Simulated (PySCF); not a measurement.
F4Ti, SMILES [F][Ti]([F])([F])[F] (connectivity only; charge and spin as stated), charge -1, multiplicity 2.

The structure is a stationary point at B3LYP-D3(BJ)/def2-SVPD. The spin state was assumed, not searched. The isomer is the one that the SMILES or the coordinates give; other isomers of the formula were not compared.

Method: B3LYP-D3(BJ)/def2-SVPD (PySCF).

Frequencies are harmonic and unscaled.

Modes within 1.5 cm⁻¹ of each other (mostly degenerate sets) share a row, with their intensities summed.

Computed normal modes with their intensities:
```json
[
 {"mode": "1", "ν (cm⁻¹)": "118", "IR (km/mol)": "0.0", "moving atoms (share of kinetic energy)": "F 100 %"},
 {"mode": "2", "ν (cm⁻¹)": "161", "IR (km/mol)": "0.0", "moving atoms (share of kinetic energy)": "F 100 %"},
 {"mode": "3", "ν (cm⁻¹)": "175", "IR (km/mol)": "34.0", "moving atoms (share of kinetic energy)": "F 67 %, Ti 33 %"},
 {"mode": "4–5", "ν (cm⁻¹)": "188", "IR (km/mol)": "43.1", "moving atoms (share of kinetic energy)": "F 80 %, Ti 20 %"},
 {"mode": "6", "ν (cm⁻¹)": "556", "IR (km/mol)": "194.5", "moving atoms (share of kinetic energy)": "F 72 %, Ti 28 %"},
 {"mode": "7", "ν (cm⁻¹)": "573", "IR (km/mol)": "0.0", "moving atoms (share of kinetic energy)": "F 100 %"},
 {"mode": "8–9", "ν (cm⁻¹)": "628", "IR (km/mol)": "568.9", "moving atoms (share of kinetic energy)": "F 59 %, Ti 41 %"}
]
```
